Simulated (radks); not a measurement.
Q: All-electron atom: La4+ in [Kr] 4d10 5s2 5p5 (the NIST ground configuration). All-electron calculation, Dirac Kohn-Sham, PBEsol, spin-unpolarised, spherical densities, finite nucleus; open shells fill j = l - 1/2 first; Fermi nuclear charge, rms radius 4.855 fm. Program: a radial shooting solver on a logarithmic mesh with Libxc functionals. Some entries of the table are withheld. Estimate them.

orbital  occ.  eigenvalue (hartree)  <r^2> (bohr^2)
1s1/2       2             -1423.522             (1)
2s1/2       2             -227.7192         0.01357
2p1/2       2             -214.8817        0.009964
2p3/2       4             -199.7103         0.01123
3s1/2       2             -49.79909         0.09293
3p1/2       2             -44.38230             (2)
3p3/2       4             -41.42559             (3)
3d3/2       4             -31.92489         0.07848
3d5/2       6             -31.29201         0.08066
4s1/2       2                   (4)          0.4827
4p1/2       2              -9.15871          0.5170
4p3/2       4              -8.52693          0.5589
4d3/2       4              -5.25417          0.6704
4d5/2       6              -5.14424          0.6872
5s1/2       2              -2.73662           2.564
5p1/2       2              -2.16656           3.103
5p3/2       3              -2.06132           3.339
4f5/2       0              -1.51360           1.417
4f7/2       0              -1.50239           1.436
6s1/2       0              -1.04199           11.19

A: 
(1) 1s1/2 <r^2> (bohr^2): 0.0008543
(2) 3p1/2 <r^2> (bohr^2): 0.08775
(3) 3p3/2 <r^2> (bohr^2): 0.09539
(4) 4s1/2 eigenvalue (hartree): -11.15291
